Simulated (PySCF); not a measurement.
diarsenic (As2), SMILES [As]#[As]. Atoms are numbered in the order given.

```xyz
2

As     0.0000     0.0000    -1.0591
As     0.0000     0.0000     1.0591
```

The structure is a stationary point at PBE-D3(BJ)/def2-TZVP.

Level of theory: PySCF with ωB97X/def2-TZVPD.

Gas-phase values at a fixed geometry.

total energy: -4471.82878 hartree
point group: D∞h
highest occupied level: -9.42 eV
lowest empty level: -0.79 eV
orbital gap: 8.63 eV
dipole moment: 0.00 D
quadrupole, principal values (traceless, Buckingham form, about the centre of nuclear charge): -0.93, -0.93, 1.85 D·Å
mean static polarisability: 62.3 bohr³ (9.22 Å³)
polarisability, principal values: 48.2, 48.2, 90.5 bohr³
